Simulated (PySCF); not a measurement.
## KBr: mean field, correlation and small terms against distance

State: ¹Σ⁺, singlet, closed shell. RHF-based CCSD(T) in PySCF 2.14 with K cc-pwCVDZ-X2C, Br aug-cc-pVDZ-DK and K cc-pwCVTZ-X2C, Br aug-cc-pVTZ-DK (frozen core orbitals: 19; spin-free X2C with a Gaussian nucleus). Correlation energies are extrapolated as n⁻³ (n = 2, 3), Hartree–Fock as (n+1)·exp(−9√n). All energies in eV from K + Br.

| R (Å) | HF/CBS | CCSD corr. | (T) | total |
| --- | --- | --- | --- | --- |
| 2.5106 | -2.483 | -1.011 | -0.1003 | -3.594 |
| 2.6247 | -2.764 | -0.954 | -0.0954 | -3.813 |
| 2.7388 | -2.915 | -0.908 | -0.0915 | -3.915 |
| 2.8529 | -2.975 | -0.871 | -0.0885 | -3.934 |
| 2.9671 | -2.971 | -0.842 | -0.0861 | -3.899 |
| 3.1097 | -2.908 | -0.812 | -0.0838 | -3.804 |
| 3.2524 | -2.805 | -0.789 | -0.0821 | -3.676 |

A fit to the total gives Re = 2.8299 Å, De = 3.936 eV, ωe = 217.7 cm⁻¹, Be = 0.08070 cm⁻¹ (masses 38.9637 and 78.9183 u).

Task: At R = 2.8529 Å the CCSD correlation energy is -0.264826 hartree in the smaller basis and -0.404809 in the larger. Extrapolate it.

Result: (3³·E3 − 2³·E2)/(3³ − 2³) = -0.46375 hartree; the larger basis holds 87.3 % of it.

The T1 diagnostic is 0.008. The open-shell atoms are computed with UHF. Spin–orbit coupling, excitations beyond (T) and corrections to the Born–Oppenheimer picture are left out.
